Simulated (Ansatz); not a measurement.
Ansatz (a program for electronic structure) input:

Ansatz 0.2 input:
```yaml
crystal:
  periodic: [false, false, false]
  atoms:
    - {symbol: C, position_ang: [2.07542733, 0.84938906, -0.02470499]}
    - {symbol: C, position_ang: [1.17813640, -0.33510109, -0.13244429]}
    - {symbol: C, position_ang: [-0.10918838, -0.03168648, -0.84696193]}
    - {symbol: C, position_ang: [-1.34040597, -0.05003086, -0.34138021]}
    - {symbol: C, position_ang: [-1.75266528, -0.38767215, 1.05764487]}
    - {symbol: H, position_ang: [1.65950491, 1.84162803, 0.08313920]}
    - {symbol: H, position_ang: [3.14696199, 0.72976133, 0.05886137]}
    - {symbol: H, position_ang: [0.96984275, -0.74117639, 0.86727997]}
    - {symbol: H, position_ang: [1.70391315, -1.13911239, -0.66139824]}
    - {symbol: H, position_ang: [0.00678815, 0.25253439, -1.88867149]}
    - {symbol: H, position_ang: [-2.15632028, 0.20959993, -1.01024475]}
    - {symbol: H, position_ang: [-0.90773383, -0.61346549, 1.70633043]}
    - {symbol: H, position_ang: [-2.30673478, 0.44222849, 1.50569983]}
    - {symbol: H, position_ang: [-2.42404669, -1.25138892, 1.06608309]}
basis:
  gaussian:
    orbitals: def2-TZVPD
hamiltonian:
  xc: {name: B2GP-PLYP}
magnetization: {spin_polarized: true, initial_magnetization: 1}
correlation: {electrons: outside_noble_gas}
```

**Question.** What final total energy does it print?

**Answer.** -195.69510 Eh (B2GP-PLYP/def2-TZVPD). The basis has 266 functions.

It need not be the lowest isomer of its formula.
